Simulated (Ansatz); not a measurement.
Cl2, charge +1, doublet, geometry from GFN2-xTB (a state made from the parent by changing its charge; the spin is typed, not shown lowest). Base run: HF/def2-SVP in Ansatz (an electronic-structure program).

Here is a job for Ansatz.
Ansatz 0.2 input:
```yaml
crystal:
  periodic: [false, false, false]
  atoms:
    - {symbol: Cl, position_ang: [-0.00000000, -0.00000000, -0.98043196]}
    - {symbol: Cl, position_ang: [0.00000000, 0.00000000, 0.98043196]}
basis:
  gaussian:
    orbitals: def2-SVP
hamiltonian:
  xc: hf
total_charge: 1
magnetization: {spin_polarized: true, initial_magnetization: 1}
```

The base run was repeated with changes; each row names its change, and settings that it needs were set with it.

| change | E (Eh) | SCF-reference <S^2> |
|---|---|---|
| base | -918.24525 | 0.761 |
| functional = BHLYP | -919.63607 | 0.754 |
| functional = SVWN5 | -916.68084 | 0.751 |
| functional = blyp | -919.65667 | 0.751 |
| functional = wB97X | -919.63209 | 0.753 |
| functional = wB97M-V | -919.59895 | 0.752 |
| functional = pbe0 | -919.33903 | 0.752 |
| functional = B97M-V | -919.39837 | 0.752 |
| functional = pbe | -919.27928 | 0.751 |
| functional = B2PLYP | -919.35352 | 0.755 |
| functional = PBE-QIDH | -919.12486 | 0.757 |
| functional = revpbe | -919.48744 | 0.751 |
| functional = lc_wpbe | -919.37385 | 0.753 |

Total energies compare only within one method and basis.
